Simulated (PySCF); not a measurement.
**A search over the determinants of RhS**

Unrestricted PBE0; Rh def2-TZVPP with ECP28, S def2-TZVPP; scalar-relativistic core potentials (PySCF 2.14). Outer shells of the fragments: Rh 4d8 5s1; S 3s2 3p4.

Followed along the bond (rough minima from three points):

```
2Ms+1       unpaired  ⟨S²⟩ at the start  R at minimum (Å)  Te (eV)
    4      σ ↑, π ↑↑               3.76              2.05     0.00
    4      π ↑↑, δ ↑               3.77              2.08     0.21
    2      σ ↓, π ↑↑               1.77              2.05     0.23
    2      σ ↑, π ↑↓               1.77              2.05     0.36
    4  σ ↑, π ↑, δ ↑               3.76              2.16     0.49
    4  σ ↑, π ↑, δ ↑                n/a              2.16     0.49
```

Solutions found at the starting distance of 2.160 Å, counted from the lowest of them; the search is not exhaustive and high or unbound solutions are not listed, so other states can lie among these:

| 2Ms+1 | unpaired | term | E (eV) | ⟨S²⟩ | ⟨Lz²⟩ | μ (D) |
| --- | --- | --- | --- | --- | --- | --- |
| 4 | σ ↑, π ↑↑ | ⁴Σ⁻ | 0.00 | 3.76 | 0.00 | -3.81 |
| 4 | π ↑↑, δ ↑ | ⁴Δ | 0.12 | 3.77 | 4.01 | -3.58 |
| 2 | σ ↓, π ↑↑ | mixed | 0.24 | 1.77 | 0.00 | -3.66 |
| 2 | σ ↑, π ↑↓ | mixed | 0.34 | 1.77 | 2.40 | -3.69 |
| 4 | σ ↑, π ↑, δ ↑ | mixed | 0.35 | 3.76 | 5.00 | -4.29 |
| 2 | π ↑↑, δ ↓ | mixed | 0.55 | 1.77 | 4.01 | -3.12 |
| 2 | π ↑ | ²Π | 0.92 | 0.77 | 1.05 | -3.36 |
| 2 | σ ↓, π ↑, δ ↑ | mixed | 0.98 | 1.76 | 5.03 | -4.16 |
| 2 | π ↑ | ²Π | 1.01 | 0.76 | 1.07 | -4.16 |
| 4 | π ↑↑↑ | ⁴Π | 1.51 | 3.77 | 1.01 | -3.20 |

A term symbol is given only where ⟨S²⟩ and ⟨Lz²⟩ are close to those of a pure state; real π, δ and φ orbitals otherwise mix terms. A positive dipole means Rh(−)S(+).

Question: Compare the gap between the two lowest followed solutions at the starting distance with the gap between their minima.

Answer: At PBE0 the second solution (quartet, unpaired electrons π ↑↑, δ ↑) lies +0.12 eV from the first (quartet, unpaired electrons σ ↑, π ↑↑) at 2.160 Å and +0.21 eV at the minima; the two curves relax by different amounts, since their minima lie near 2.08 and 2.05 Å.

Spin–orbit coupling is left out. The state is the lowest single determinant that the PBE0 search found; with open d or f shells the true ground state can be another one.
